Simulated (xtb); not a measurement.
Cl$_{4}$Te, quintet, geometry from GFN2-xTB of the parent state (a higher spin typed on purpose: for a closed-shell molecule this is an excited state); GFN1-xTB in xtb.

xtb was given this input:
```
$ xtb mol.xyz --gfn 1 --chrg 0 --uhf 4 --json

# file mol.xyz
5

Te    -0.00000000     0.00000000    -0.00000000
Cl     1.50529057    -1.91103356    -0.16539007
Cl     1.91460967     1.50159192     0.15746220
Cl    -1.50510087     1.91713111    -0.06769397
Cl    -1.91479936    -1.50768947     0.07562184
```

It wrote (shortened):

```
   ID    Z sym.   atoms
    1   52 Te     1
    2   17 Cl     2-5

           -------------------------------------------------
          |                Calculation Setup                |
           -------------------------------------------------

           -------------------------------------------------
          |                 G F N 1 - x T B                 |
           -------------------------------------------------

          ...................................................
          :                      SETUP                      :
          :.................................................:
          :  # basis functions                  50          :
          :  # atomic orbitals                  45          :
          :  # shells                           15          :
          :  # electrons                        34          :
          :  # halogen bonds                     0          :
          :  max. iterations                   250          :
          :  Hamiltonian                  GFN1-xTB          :
          :  restarted?                      false          :
          :  GBSA solvation                  false          :
          :  PC potential                    false          :
          :  electronic temp.          300.0000000     K    :
          :  accuracy                    1.0000000          :
          :  -> integral cutoff          0.2500000E+02      :
          :  -> integral neglect         0.1000000E-07      :
          :  -> SCF convergence          0.1000000E-05 Eh   :
          :  -> wf. convergence          0.2000000E-04 e    :
          :  Broyden damping             0.4000000          :
          :  net charge                          0          :
          :  unpaired electrons                  4          :
          ...................................................

 iter      E             dE          RMSdq      gap      omega  full diag
   1    -20.4960896 -0.204961E+02  0.336E+00    0.00       0.0  T
   2    -20.5216794 -0.255898E-01  0.347E+00    0.00       1.0  T
   3    -20.5422121 -0.205327E-01  0.198E+00    0.00       1.0  T
   4    -20.5433066 -0.109454E-02  0.459E-01    0.00       1.0  T
   5    -20.5443517 -0.104504E-02  0.399E-02    0.00       1.1  T
   6    -20.5443585 -0.681408E-05  0.148E-02    0.00       3.0  T
   7    -20.5443592 -0.715658E-06  0.708E-03    0.00       6.3  T
   8    -20.5443594 -0.211066E-06  0.351E-04    0.00     127.3  T
   9    -20.5443594 -0.424496E-09  0.130E-04    0.00     344.5  T
  10    -20.5443594 -0.842810E-10  0.408E-05    0.00    1095.0  T

   *** convergence criteria satisfied after 10 iterations ***

         :::::::::::::::::::::::::::::::::::::::::::::::::::::
         ::                     SUMMARY                     ::
         :::::::::::::::::::::::::::::::::::::::::::::::::::::
         :: total energy             -20.540949310422 Eh    ::
         :: gradient norm              0.090490525350 Eh/a0 ::
         :: HOMO-LUMO gap              0.000000025757 eV    ::
         ::.................................................::
         :: SCC energy               -20.544359426528 Eh    ::
         :: -> electrostatic           0.010443608941 Eh    ::
         :: repulsion energy           0.006905867952 Eh    ::
         :: dispersion energy         -0.003495751846 Eh    ::
         :: halogen bond corr.         0.000000000000 Eh    ::
         :: add. restraining           0.000000000000 Eh    ::
         :: total charge               0.000000000012 e     ::
         :::::::::::::::::::::::::::::::::::::::::::::::::::::

           -------------------------------------------------
          |                Property Printout                |
           -------------------------------------------------

    * Orbital Energies and Occupations

         #    Occupation            Energy/Eh            Energy/eV
      -------------------------------------------------------------
         1        2.0000           -1.1996306             -32.6436
       ...           ...                  ...                  ...
         7        2.0000           -0.5479810             -14.9113
         8        2.0000           -0.5055221             -13.7560
         9        2.0000           -0.4913631             -13.3707
        10        2.0000           -0.4808955             -13.0858
        11        2.0000           -0.4808955             -13.0858
        12        1.9938           -0.4758073             -12.9474
        13        1.9918           -0.4755458             -12.9403
        14        1.9621           -0.4740643             -12.8999
        15        1.9621           -0.4740643             -12.8999
        16        1.0903           -0.4687958             -12.7566
        17        1.0000           -0.4371405             -11.8952
        18        1.0000           -0.3980393             -10.8312
        19        0.5000           -0.2279795              -6.2036 (HOMO)
        20        0.5000           -0.2279795              -6.2036 (LUMO)
        21                         -0.0534501              -1.4545
        22                         -0.0534501              -1.4545
        23                         -0.0514640              -1.4004
        24                         -0.0472717              -1.2863
        25                         -0.0468330              -1.2744
        26                         -0.0466458              -1.2693
        27                         -0.0466458              -1.2693
        28                         -0.0451174              -1.2277
        29                         -0.0451174              -1.2277
        30                         -0.0446915              -1.2161
       ...                                ...                  ...
        45                          0.8163535              22.2141
      -------------------------------------------------------------
                  HL-Gap            0.0000000 Eh            0.0000 eV
             Fermi-level           -0.3494852 Eh           -9.5100 eV

  Mulliken/CM5 charges         n(s)   n(p)   n(d)
     1Te    0.20949  0.26455   2.005  3.295  0.490
     2Cl   -0.05237 -0.06614   1.966  5.039  0.048
     3Cl   -0.05237 -0.06614   1.966  5.039  0.048
     4Cl   -0.05237 -0.06614   1.966  5.039  0.048
     5Cl   -0.05237 -0.06614   1.966  5.039  0.048

Wiberg/Mayer (AO) data.
largest (>0.10) Wiberg bond orders for each atom

 ---------------------------------------------------------------------------
     #   Z sym  total        # sym  WBO       # sym  WBO       # sym  WBO
 ---------------------------------------------------------------------------
     1  52 Te   2.715 --     3 Cl   0.679     5 Cl   0.679     4 Cl   0.679
                             2 Cl   0.679
     2  17 Cl   1.249 --     1 Te   0.679     3 Cl   0.218     5 Cl   0.218
                             4 Cl   0.135
     3  17 Cl   1.249 --     1 Te   0.679     4 Cl   0.218     2 Cl   0.218
                             5 Cl   0.135
     4  17 Cl   1.249 --     1 Te   0.679     3 Cl   0.218     5 Cl   0.218
                             2 Cl   0.135
     5  17 Cl   1.249 --     1 Te   0.679     4 Cl   0.218     2 Cl   0.218
                             3 Cl   0.135
 ---------------------------------------------------------------------------

Topologies differ in total number of bonds
Writing topology from bond orders to xtbtopo.mol

 dipole moment from electron density (au)
     X       Y       Z
   0.0000   0.0000   0.0000  total (Debye):    0.000

           -------------------------------------------------
          | TOTAL ENERGY              -20.540949310422 Eh   |
          | GRADIENT NORM               0.090490525350 Eh/α |
          | HOMO-LUMO GAP               0.000000025757 eV   |
           -------------------------------------------------

normal termination of xtb
```
